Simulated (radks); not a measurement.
These are the eigenvalues of the occupied orbitals of an atom or ion with whole-number occupations (eV). Calculated with a radial shooting solver on a logarithmic mesh with Libxc functionals: scalar-relativistic Kohn-Sham, PBE, spin-polarised, spherical densities, finite nucleus; Fermi nuclear charge, rms radius of each element as measured or else 0.836 A^(1/3) + 0.57 fm.

| orbital | eigenvalue |
|---|---|
| 1s down | -19824.41 |
| 1s up | -19824.41 |
| 2s up | -2802.350 |
| 2s down | -2801.927 |
| 2p up | -2505.494 |
| 2p down | -2505.180 |
| 3s up | -479.1772 |
| 3s down | -478.9564 |
| 3p up | -381.9168 |
| 3p down | -381.6674 |
| 3d up | -223.7359 |
| 3d down | -223.3442 |
| 4s up | -67.8371 |
| 4s down | -65.4980 |
| 4p up | -41.9536 |
| 4p down | -39.3744 |
| 4d up | -6.5843 |
| 5s up | -5.3042 |
| 5s down | -4.1942 |

Which element is it, and in what charge state? The configuration may be excited. Open shells, if any, are filled with parallel spins first.

Answer. Z = 42, molybdenum, charge 0: Mo in [Kr] 4d4 5s2. The list shows which subshells hold electrons but not how many an open one holds; the 1s level, -728.53 hartree, gives Z - s = 38.2 by -(Z - s)^2/2, which with screening and relativity narrows Z to a few neighbours, and the depths of the outer levels then fix element, charge and occupations together.
